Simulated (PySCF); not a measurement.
Isomers of C8H7FO2, one conformer each; single-point electronic energies without zero-point terms and without any empirical dispersion term.

Level: PBE0/pcSseg-1 in PySCF, non-relativistic, each on one gas-phase PBE0-D3(BJ)/def2-SVP geometry that isn't relaxed in the solvent. The solvent is an IEF-PCM continuum (Bondi radii, 1.10 Å for H, scaled by 1.2). Only the electrostatic response of the medium enters.

| isomer | relative energy, gas (kcal/mol) | dipole (D) |
| --- | --- | --- |
| `O=C(O)Cc1cccc(F)c1` | 0.0 | 2.78 |
| `c1(ccc(F)cc1)C(OC)=O` | 5.9 | 1.87 |

Problem. How do the relative energies look in chloroform (ε = 4.711)?

Solution. 
```
                isomer  relative energy, solvent (kcal/mol)  E(solvent) − E(gas) (kcal/mol)  dipole in solvent (D)
  `O=C(O)Cc1cccc(F)c1`                                  0.0                            -6.0                   3.42
`c1(ccc(F)cc1)C(OC)=O`                                  7.7                            -4.2                   2.20
```

The order is unchanged. Conformers: `[O:1]=[C:2]([OH:3])[CH2:4][c:5]1[cH:6][cH:7][cH:8][c:9]([F:10])[cH:11]1` with O1–C2–O3–H 1°, O1–C2–C4–C5 -80°, C2–C4–C5–C6 -124°; `[CH3:1][O:2][C:3](=[O:4])[c:5]1[cH:6][cH:7][c:8]([F:9])[cH:10][cH:11]1` with C1–O2–C3–O4 0°, O2–C3–C5–C6 -179°. `O=C(O)Cc1cccc(F)c1` gains most from the continuum, and it has the largest gas-phase dipole. The gains span 1.8 kcal/mol, the gas-phase energies 5.9 kcal/mol.
